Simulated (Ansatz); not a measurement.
Harmonic frequencies (cm⁻¹) at PBE0-D4/def2-TZVP from Ansatz: 210, 323, 363, 633, 757, 872, 1548, 3594, 3698.

Each molecule was computed in one conformer, which needn't be the lowest.

Q: Which molecule is it?
A. `[NH2][Al][F]`•
B. `O[Si](F)F`•
C. `[GeH3]`•
D. `C[C]=O`•

A: A.
